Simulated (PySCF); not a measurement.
SMILES C(=C/c1cccs1)/c1ccccc1 (C₁₂H₁₀S), GFN2-xTB optimised geometry.

```
23

C     -1.71    -0.02    -0.01
C     -2.56     0.73     0.71
C     -2.25     1.64     1.78
C     -1.17     1.69     2.62
C     -1.28     2.71     3.60
C     -2.44     3.41     3.50
S     -3.43     2.85     2.22
C     -0.25     0.00     0.03
C      0.46    -1.20     0.00
C      1.84    -1.20     0.00
C      2.54     0.00     0.00
C      1.84     1.20     0.00
C      0.46     1.20     0.01
H     -2.13    -0.74    -0.70
H     -3.62     0.64     0.49
H     -0.34     1.02     2.56
H     -0.53     2.90     4.34
H     -2.77     4.23     4.10
H     -0.08    -2.13     0.00
H      2.38    -2.14    -0.01
H      3.62     0.00    -0.01
H      2.38     2.13    -0.02
H     -0.08     2.14     0.00
```

Density from CAM-B3LYP/def2-SVP (PySCF) at that geometry.

Minimum of the electron density along straight lines between bonded atoms, close to the bond critical point (lines longer than 1.1 times the sum of covalent radii, or with two minima, are not listed):

```
bond     length / Å  ρ at the minimum / e bohr⁻³  ∇²ρ there / e bohr⁻⁵  position (fraction from the first atom)
-------  ----------  ---------------------------  --------------------  ---------------------------------------
C1–C2         1.340                        0.335                 -0.88                                     0.50
C2–C3         1.440                        0.284                 -0.72                                     0.49
C3–C4         1.370                        0.319                 -0.80                                     0.51
C4–C5         1.408                        0.301                 -0.76                                     0.50
C5–C6         1.359                        0.325                 -0.83                                     0.49
C3–S7         1.744                        0.209                     …                                     0.46
C6–S7         1.716                        0.219                 -0.49                                     0.47
C1–C8         1.461                        0.276                 -0.69                                     0.50
C8–C9         1.394                        0.310                 -0.79                                     0.50
C9–C10        1.382                        0.316                 -0.83                                     0.50
C10–C11       1.385                        0.315                 -0.82                                     0.50
C11–C12       1.386                        0.314                 -0.82                                     0.50
C8–C13        1.395                        0.309                 -0.79                                     0.50
C12–C13       1.381                        0.316                 -0.83                                     0.50
C1–H14        1.083                        0.282                 -1.07                                     0.63
C2–H15        1.083                        0.283                 -1.08                                     0.63
C4–H16        1.075                        0.286                 -1.13                                     0.64
C5–H17        1.076                        0.284                 -1.11                                     0.64
C6–H18        1.072                        0.286                 -1.13                                     0.65
C9–H19        1.081                        0.283                 -1.09                                     0.63
C10–H20       1.080                        0.284                 -1.09                                     0.63
C11–H21       1.080                        0.284                 -1.09                                     0.63
C12–H22       1.080                        0.284                 -1.09                                     0.63
C13–H23       1.080                        0.285                 -1.11                                     0.64
```

Task: Fill in the missing entries.

Result: 
- C3–S7, ∇²ρ there / e bohr⁻⁵: -0.43
